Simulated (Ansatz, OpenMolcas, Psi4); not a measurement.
**BBr2Cl (dibromo(chloro)borane): the energy, rung by rung**

BBr2Cl has 4 atoms, charge 0, and is taken as a singlet. SMILES: `ClB(Br)Br`. The shape is that of a PBE0-D4/def2-TZVP optimisation.

```xyz
4

Cl   -0.2033   -1.6449    0.6335
B    -0.0048   -0.0390    0.0150
Br    1.2835    1.1237    0.7856
Br   -1.0754    0.5603   -1.4343
```

Each level gives the energy change with the B2–Br4 bond stretched from 1.899 to 4.178 Å (eV). The values are calculated.

```json
{"level": "PBE/6-31G* (spherical functions) (restricted)", "kind": "GGA", "program": "Psi4", "value (eV)": "4.34"}
{"level": "TPSS/6-31G* (spherical functions) (restricted)", "kind": "meta-GGA", "program": "OpenMolcas", "value (eV)": "4.36"}
{"level": "BHLYP/6-31G* (spherical functions) (restricted)", "kind": "global hybrid", "program": "OpenMolcas", "value (eV)": "5.26"}
{"level": "PBE0/6-31G* (spherical functions) (restricted)", "kind": "global hybrid", "program": "Ansatz", "value (eV)": "4.99"}
{"level": "wB97M-V/6-31G* (spherical functions) (restricted)", "kind": "range-separated hybrid", "program": "Psi4", "value (eV)": "5.49"}
{"level": "wB97X-V/6-31G* (spherical functions) (restricted)", "kind": "range-separated hybrid", "program": "Psi4", "value (eV)": "5.64"}
{"level": "RPA@PBE0/6-31G* (spherical functions) (restricted)", "kind": "RPA", "program": "Ansatz", "value (eV)": "4.56"}
{"level": "MP2/6-31G* (spherical functions) (restricted)", "kind": "perturbation theory", "program": "Ansatz", "value (eV)": "5.19"}
```

All-electron rows without a relativistic Hamiltonian named are non-relativistic. The first shape isn't each level's own minimum. The values span 4.34 to 5.64 eV. In the correlated wave-function rows the outer d shell of Br is correlated, in sets not made for it.
